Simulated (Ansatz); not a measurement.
System: sum formula SiBr2F, charge 0, multiplicity 2. It need not be the lowest isomer of its formula. 
Structure (B3LYP-D3(BJ)/def2-TZVP (Ansatz, an electronic-structure program) minimum search):
```
Si
F 1 1.5975
Br 1 2.2313 2 107.71
Br 1 2.2313 2 107.71 3 -120.43
```
Charge 0, spin multiplicity 2.

Quantity: atomisation energy (electronic, to ground-state atoms), in eV. Cores are frozen in the correlated levels unless marked. UHF or UKS for open shells. No spin-orbit coupling. The frozen core is the preceding noble-gas configuration, with the filled d and f shells of earlier blocks. No relativistic terms. The coupled-cluster limit lacks core correlation, which all-electron functionals hold. CBS(X,Y): correlation extrapolated as X^-3; Hartree-Fock from the larger set. The bracket is a focal-point correction in the basis named.

| level | program | atomisation energy (eV) |
|---|---|---|
| HF/def2-TZVPP | Ansatz | 9.00 |

**Question.** What does RI-MP2/CBS(def2-TZVPP,def2-QZVPP)+[CCSD(T)-MP2]/def2-TZVPP (Ansatz) give?

**Answer.** 12.53 eV
